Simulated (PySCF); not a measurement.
CH6F2OSi2, SMILES OC([SiH2]F)[SiH2]F.

Coordinates come from a ωB97X-D3(BJ)/def2-SVP optimisation. This is a generated structure with no PubChem entry under its InChIKey; it may be hypothetical. One conformer was computed; it need not be the lowest.

Two levels are set side by side: PBE/def2-TZVP (PySCF) and CAM-B3LYP/def2-TZVP (PySCF). Same geometry, gas phase. Differences are taken from unrounded values.

```tsv
quantity	PBE
orbital gap (eV)	4.58
highest occupied level (eV)	-6.26
lowest empty level (eV)	-1.68
dipole moment (D)	2.15
mean polarisability (bohr³)	67.5
```

Task: These are the PBE values. What does CAM-B3LYP give? (An estimate is asked for; the answer gives what the named calculation found.)

Result: 
```
quantity                     CAM-B3LYP  PBE minus CAM-B3LYP
---------------------------  ---------  -------------------
orbital gap (eV)                  9.37                -4.79
highest occupied level (eV)      -9.18                 2.92
lowest empty level (eV)           0.19                -1.86
dipole moment (D)                 2.53                -0.39
mean polarisability (bohr³)       63.3                  4.2
```

Without exact exchange PBE keeps part of each electron's self-repulsion, which lifts occupied levels and narrows the gap. Loosely held outer electrons make PBE densities more polarisable. Differences between two approximate levels are no errors against the true value.

Rough cost on one machine, each run with all the roots and properties that it gave: CAM-B3LYP against PBE within a factor of 2.
